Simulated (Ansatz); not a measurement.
## Redistribution: C2H5BrMg + CH6N2 → Mg(CH3)Br + C2H8N2

Gas-phase species: C2H5BrMg `C[CH2][Mg][Br]`, singlet; CH6N2 (methylhydrazine) `CNN`, singlet; Mg(CH3)Br, singlet; C2H8N2 (ethylhydrazine) `CCNN`, singlet. The partners trade CH3 for H; both sit on C, so the bond types are kept.

Shapes, held fixed at every level: PBE0-D4/def2-TZVP. Flexible molecules stand in one conformer, not always the lowest. Programs: Ansatz 0.2.0. Electronic energies: no zero-point or thermal term.

```tsv
level	kind	ΔE (kJ/mol)	less CCSD(T)/def2-TZVPP
PBE0-D4/def2-TZVPP	global hybrid	-30.5	-0.1
wB97M-V/def2-TZVPP	range-separated hybrid	-31.6	-1.2
wB97X-V/def2-TZVPP	range-separated hybrid	-31.3	-0.9
B2PLYP/def2-TZVPP	double hybrid	-28.8	+1.6
MP2/def2-TZVPP	perturbation theory	-30.6	-0.2
CCSD/def2-TZVPP	coupled cluster or CI	-29.7	+0.7
CCSD(T)/def2-TZVPP	coupled cluster or CI	-30.4	0.0
```

The highest level, CCSD(T)/def2-TZVPP, gives ΔE = -30.4 kJ/mol; the levels span -31.6 to -28.8. The column of differences is taken from that level and isn't an error. No measured value is set beside it here. Relativity is left out for Br. Outer-core shells of Br, Mg are correlated, in sets that cover them unevenly.
